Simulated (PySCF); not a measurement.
PySCF input (M06-2X/6-31G* with LANL2DZ past Ar (5d)):

```python
from pyscf import gto, dft

mol = gto.M(
    atom='''
    K    -0.00000000   -0.00000000   -1.27568738
    Cl    0.00000000    0.00000000    1.42576825
    ''',
    basis={'default': '6-31g*', 'K': 'lanl2dz'},
    ecp={'K': 'lanl2dz'},
    charge=1,
    spin=1,
    symmetry='C2v',
    verbose=4,
)

mf = dft.UKS(mol, xc='m062x')
mf.grids.level = 4
mf.conv_tol = 1e-9
mf.max_cycle = 100
mf.max_memory = 1500
mf.kernel()
if not mf.converged:
    mf = mf.newton()
    mf.kernel(mf.make_rdm1())
mf.dip_moment()
```

Question: What final total energy does it give?

Answer: -487.99856 Eh.
